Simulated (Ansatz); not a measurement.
Al₅Ru₂⁻. Charge -1, multiplicity 1. Geometry PBE-D4/def2-SVPD, basis def2-TZVPD, Ansatz.

```xyz
7

Ru   -0.2647   -1.3888   -0.0624
Ru   -0.8868    0.6345   -1.4854
Al    1.1908    0.5666   -0.2578
Al   -0.6244    2.8501   -0.7616
Al    0.3451   -1.1147    2.1727
Al   -1.7415    0.5927    0.7205
Al    1.9815   -2.1404   -0.3260
```

| run | HOMO (eV) | LUMO (eV) |
| --- | --- | --- |
| A | -0.60 | -0.09 |
| B | -2.81 | 2.10 |
| C | -1.32 | 0.52 |
| D | -1.00 | 0.18 |

In the def2 sets Ru takes a core potential; there is no spin–orbit coupling. No other spin state of charge -1 was run. Another isomer (singlet) lies 0.36 eV lower at PBE0-D4/def2-TZVPD; other spin states weren't run for this one.

Task: The runs used PBE, PBE0, r2SCANh, ωB97X-V. Estimate which is which.

Result: A PBE (0 % exact exchange); B ωB97X-V (range-separated); C PBE0 (25 % exact exchange); D r2SCANh (10 % exact exchange). Exact exchange lowers occupied and raises empty levels; among semilocal functionals meta-GGAs tend to open the gap a little, and such runs are hard to tell apart. The gap grows from 0.51 eV (PBE) to 4.90 eV (ωB97X-V). The restricted singlet is unstable towards broken spin symmetry in Hartree–Fock (as tested in another run); at PBE-D4/def2-TZVPD, ωB97X-V/def2-TZVPD, PBE0-D4/def2-TZVPD, r2SCANh-D4/def2-TZVPD this wasn't settled.
